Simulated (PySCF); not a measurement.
# A small calculation by hand: chemical shift, span and skew from a shielding tensor

GeH4OSe, SMILES [GeH3][Se]O. Atoms are numbered in the order given.

```xyz
7

Se     0.5722    -0.5250     0.7659
O      0.4942    -1.9343    -0.4439
H      1.2956    -1.8163    -0.9936
Ge    -0.6839     0.9767    -0.5902
H     -0.7993     2.3126     0.1925
H      0.0627     1.1991    -1.9327
H     -2.0851     0.3772    -0.8681
```

Geometry optimised at PBE-D3(BJ)/def2-SVP. This is a generated structure with no PubChem entry under its InChIKey; it may be hypothetical. The values are those of a single conformer.

GIAO shieldings from PBE0/pcSseg-1 run with PySCF, non-relativistic, no solvent. The symmetric part of the tensor of Se1 has the principal values -909.3, 352.6, 2493.8 ppm. The same nucleus in Me2Se has σ = 1740.1 ppm at this level (PySCF, at its B3LYP-D3(BJ)/def2-TZVP geometry).

Q: Work out the isotropic shielding, the ⁷⁷Se shift against Me2Se, the span and the skew.

A: 
σ(iso) = (σ11 + σ22 + σ33)/3 = 645.7 ppm. δ = σ(ref) − σ(iso) = 1740.1 − (645.7) = 1094.4 ppm.
Span Ω = σ33 − σ11 = 3403.1 ppm. Skew κ = 3(σ(iso) − σ22)/Ω = 0.26. Tumbling in solution averages the tensor to δ; in a static solid the shielding alone would spread this spin-1/2 line over Ω.
